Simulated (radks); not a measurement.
Q: Isoelectronic series with 18 electrons, all held in the configuration [Ar], which need not be the ground one along the series. Calculated with a radial shooting solver on a logarithmic mesh with Libxc functionals: Dirac Kohn-Sham, PBEsol, spin-unpolarised, spherical densities, finite nucleus; Fermi nuclear charge, rms radius of each element as measured or else 0.836 A^(1/3) + 0.57 fm. Total energies (hartree) and mean radii <r> (bohr):

| ion | E (hartree) | 3p3/2 | 3p1/2 |
|---|---|---|---|
| Ar | -528.48552 | 1.667 | 1.657 |
| V5+ | -942.04772 | 0.9446 | 0.9383 |
| Ni10+ | -1482.00228 | 0.6754 | 0.6692 |
| As15+ | -2150.10810 | 0.5278 | 0.5214 |
| Sr20+ | -2948.86257 | 0.4336 | 0.4268 |
| Tc25+ | -3881.39919 | 0.3680 | 0.3606 |
| I35+ | -6163.85654 | 0.2821 | 0.2735 |
| Ce40+ | -7523.8380 | 0.2524 | 0.2431 |

Estimate the row of Cd30+.

A: E (hartree) -4951.53442; 3p3/2 0.3195; 3p1/2 0.3115.
